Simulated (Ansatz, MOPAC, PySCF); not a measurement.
Noncovalent pair: C2H4 (SMILES C=C) (first 6 atoms) with CH2O2 (SMILES O=CO); geometry from B3LYP-D3(BJ)/def2-TZVP, rigid monomers moved along the line of their centres of mass till C1···H11 is 2.68 Å.
(charge 0, multiplicity 1):
```xyz
11

C     -0.5815    -0.2437    -0.0160
C      0.6177     0.3200     0.0712
H     -0.8066    -1.1666     0.5048
H     -1.3733     0.1904    -0.6147
H      0.8555     1.2381    -0.4526
H      1.4055    -0.1268     0.6657
O      0.3404    -1.2035     3.6259
C     -0.1540    -0.2282     4.1206
O     -0.6073     0.8390     3.4544
H     -0.2998    -0.0845     5.1996
H     -0.4682     0.6908     2.4960
```

Interaction energies are E(AB) − E(A) − E(B) at the monomers' geometry in the complex; basis-set methods are counterpoise corrected. Rows marked so take none.

Cores are frozen in the correlated methods. Rows in 3-21G, 6-31G* carry no dispersion term and start afresh at each structure (6-31G* with six Cartesian d functions). MP2/6-31G* freezes PySCF's default core. The state that AM1, PM6 reach isn't checked.

The values were computed with Ansatz (Gaussian basis) for Hartree–Fock, density functionals and correlated methods; MOPAC for AM1, PM6 (differences of heats of formation); PySCF for 3-21G rows, 6-31G* rows, the dispersion terms. Values without a source in brackets are computed.

```csv
level,interaction energy (kcal/mol)
AM1,-0.93
PM6,-1.59
HF/3-21G (no counterpoise),-4.36
HF/aug-cc-pVDZ,-2.24
r2SCAN-D4/def2-TZVPPD,-4.12
PBE0-D3(BJ)/def2-TZVPPD,-4.26
PBE0-D4/def2-TZVPPD,-4.18
MP2/6-31G*,…
SCS-MP2/aug-cc-pVDZ,…
```

Q: Fill in the missing entries.

A: 
- MP2/6-31G*, interaction energy (kcal/mol): -3.06
- SCS-MP2/aug-cc-pVDZ, interaction energy (kcal/mol): -2.99

Ansatz is a quantum-chemistry and plane-wave program.
